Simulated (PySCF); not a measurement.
B(F)(NCO)(OH) (CHBFNO2), SMILES O=C=NB(O)F. The structure is a stationary point at B3LYP-D3(BJ)/def2-SVP. One conformer was computed; it need not be the lowest.

Computed equilibrium geometry at B3LYP-D3(BJ)/def2-SVP (PySCF confirms it by a frequency run) as bond lengths and angles, and its point group (one conformer of several):
point group Cs.
Atoms: B1 F2 N3 C4 O5 O6 H7. Bonded distances (Å): B1–F2 1.335, B1–N3 1.421, B1–O6 1.350, N3–C4 1.199, C4–O5 1.169, O6–H7 0.966. Bond angles (°): F2–B1–N3 118.8, F2–B1–O6 120.5, N3–B1–O6 120.7, B1–N3–C4 163.9, N3–C4–O5 177.5, B1–O6–H7 113.0.
